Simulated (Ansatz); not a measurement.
Compare A (`N[C](O)(F)[GeH3]`) with its isomer B (`[NH2][GeH]([OH])[CH2]F`).

Gas-phase electronic energies from Ansatz, PBE0-D4/def2-TZVP geometries. CCSD(T)/CBS is the MP2 limit (def2-TZVPP, def2-QZVPP) plus CCSD(T) − MP2 in def2-TZVPP, frozen cores. Functionals use def2-TZVPP. B3LYP here is the variant with VWN-RPA as its local correlation; programs differ in this. For Ge outer-core shells are correlated without core-valence functions, which leaves a few kJ/mol of doubt a bond. Scalar relativity is left out up to krypton. Each species was taken in one conformer, which may not be the lowest.

Q: Which is lower in electronic energy at CCSD(T)/CBS, and by how much? (Best estimate.)

A: Computed: B, by 31.3 kcal/mol.

Q: Give E(B) − E(A) in kcal/mol with ωB97M-V, CCSD/def2-TZVPP, r2SCAN-D4, B3LYP-D4, MP2/def2-TZVPP, CCSD(T)/def2-TZVPP, B3LYP. (Estimate.)

A: Ansatz gave: ωB97M-V -28.4, CCSD/def2-TZVPP -31.1, r2SCAN-D4 -27.9, B3LYP-D4 -29.2, MP2/def2-TZVPP -33.0, CCSD(T)/def2-TZVPP -30.6, B3LYP -29.4. None reverses the order clearly.

Largest T1 diagnostic: 0.012.

From PBE to PBE0 (25 % exact exchange), in def2-TZVPP and without D4, E(B) − E(A) moves by −1.0 kcal/mol.
